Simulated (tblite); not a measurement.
C₅H₁₁ClO₃Si.
Atom-mapped SMILES: `[CH3:1][CH2:2][C@H:3]([O:4][C:5](=[O:6])[O:7][CH3:8])[SiH2:9][Cl:10]` (hydrogens: H11, H12, H13 on C1; H14, H15 on C2; H16 on C3; H17, H18, H19 on C8; H20, H21 on Si9)

Computed with GFN2-xTB (tblite), gas phase: L-BFGS steps from a force-field or distance-geometry start until the largest atomic force falls under 0.01 eV/Å.

Step 9: E = -948.9288 eV
```
atom  x, y, z in Å  |  force x, y, z in eV/Å
C1     -1.9958    0.8855   -1.6960    0.018  -0.011   0.016
C2     -1.9833   -0.3348   -0.7788   -0.014   0.038  -0.030
C3     -0.9150   -0.2408    0.3086   -0.033  -0.059   0.041
O4      0.3767   -0.2521   -0.3370   -0.042   0.014  -0.055
C5      1.3685    0.3464    0.2988   -0.010   0.037   0.039
O6      1.3161    0.8232    1.3998   -0.072  -0.011   0.059
O7      2.4541    0.3432   -0.4793    0.054  -0.035   0.034
C8      3.6260    0.9076    0.0961    0.025   0.016   0.021
Si9    -1.0322   -1.6604    1.6027   -0.021  -0.084   0.073
Cl10   -0.8238   -3.4424    0.7029    0.035   0.101  -0.026
H11    -2.7976    0.8050   -2.4273    0.029  -0.026   0.021
H12    -2.1490    1.7962   -1.1186    0.008  -0.023  -0.005
H13    -1.0500    0.9665   -2.2277   -0.021  -0.002   0.032
H14    -1.8106   -1.2352   -1.3717    0.013   0.029   0.021
H15    -2.9508   -0.4326   -0.2799    0.009   0.002  -0.046
H16    -1.0232    0.7143    0.8363    0.073   0.020  -0.038
H17     3.4768    1.9600    0.3476   -0.068   0.006  -0.083
H18     3.9061    0.3845    1.0132   -0.037  -0.080  -0.046
H19     4.4001    0.7990   -0.6596   -0.001   0.015   0.028
H20    -2.3758   -1.5931    2.1772   -0.016   0.035  -0.012
H21    -0.0263   -1.5232    2.6441    0.069   0.018  -0.043
```

Step 10: E = -948.9312 eV
```
atom  x, y, z in Å  |  force x, y, z in eV/Å
C1     -1.9950    0.8846   -1.6949    0.016   0.010   0.004
C2     -1.9831   -0.3345   -0.7778    0.000   0.029  -0.025
C3     -0.9134   -0.2395    0.3078   -0.048  -0.103   0.095
O4      0.3787   -0.2538   -0.3371   -0.079   0.009  -0.049
C5      1.3682    0.3451    0.3016   -0.041   0.027  -0.006
O6      1.3108    0.8225    1.4016   -0.044   0.005   0.092
O7      2.4533    0.3422   -0.4758    0.019  -0.055  -0.003
C8      3.6236    0.9075    0.0970    0.036   0.008   0.010
Si9    -1.0310   -1.6616    1.6046   -0.031  -0.021   0.038
Cl10   -0.8212   -3.4405    0.6987    0.031   0.103  -0.016
H11    -2.7955    0.8046   -2.4264    0.002  -0.032   0.000
H12    -2.1486    1.7954   -1.1193    0.003  -0.004   0.014
H13    -1.0501    0.9672   -2.2268    0.001  -0.011   0.028
H14    -1.8076   -1.2341   -1.3702    0.003   0.013   0.013
H15    -2.9515   -0.4331   -0.2796    0.029   0.003  -0.048
H16    -1.0196    0.7167    0.8344    0.070   0.009  -0.038
H17     3.4729    1.9598    0.3447   -0.056   0.023  -0.054
H18     3.9031    0.3814    1.0113   -0.013  -0.063  -0.004
H19     4.3952    0.7977   -0.6598    0.033   0.019   0.011
H20    -2.3777   -1.5894    2.1754    0.020   0.023  -0.015
H21    -0.0206   -1.5211    2.6421    0.048   0.009  -0.048
```

Problem. Estimate the geometry and energy of step 11. (The exact step hangs on the optimiser's Hessian estimate; all steps are aligned on step 10, rigid shifts and turns removed.)

Solution. E = -948.9334 eV, largest force 0.140 eV/Å
```
atom  x, y, z in Å  |  force x, y, z in eV/Å
C1     -1.9940    0.8839   -1.6938    0.010   0.025  -0.005
C2     -1.9827   -0.3337   -0.7769    0.016   0.005  -0.003
C3     -0.9129   -0.2399    0.3085   -0.040  -0.092   0.098
O4      0.3793   -0.2553   -0.3375   -0.087   0.008  -0.015
C5      1.3669    0.3443    0.3046   -0.064   0.005  -0.035
O6      1.3048    0.8215    1.4043   -0.015   0.007   0.074
O7      2.4526    0.3401   -0.4720   -0.030  -0.060  -0.021
C8      3.6217    0.9075    0.0980    0.023  -0.007  -0.004
Si9    -1.0302   -1.6633    1.6072   -0.026   0.051   0.005
Cl10   -0.8179   -3.4365    0.6941    0.029   0.079  -0.016
H11    -2.7933    0.8035   -2.4256   -0.019  -0.034  -0.016
H12    -2.1482    1.7946   -1.1196   -0.003   0.019   0.032
H13    -1.0500    0.9677   -2.2254    0.029  -0.015   0.017
H14    -1.8045   -1.2328   -1.3684   -0.004  -0.006  -0.002
H15    -2.9515   -0.4335   -0.2803    0.027   0.003  -0.042
H16    -1.0145    0.7191    0.8316    0.052  -0.010  -0.025
H17     3.4679    1.9599    0.3409   -0.038   0.026  -0.020
H18     3.8997    0.3772    1.0094    0.014  -0.032   0.032
H19     4.3909    0.7967   -0.6601    0.060   0.021  -0.002
H20    -2.3791   -1.5852    2.1731    0.036   0.010  -0.007
H21    -0.0139   -1.5188    2.6390    0.030  -0.001  -0.044
```

The energy changes by -0.0023 eV. The first-order estimate −F·Δx gives -0.0032 eV and the mean of the old and new forces, exact on a quadratic surface, -0.0023 eV. The step makes an angle of 58° with the force vector and moves no atom by more than 0.008 Å.

What follows is the cost of the whole relaxation. On one thread of an AMD EPYC, no GPU, on a shared host, this took 3.2 s wall, 2.4 s CPU.
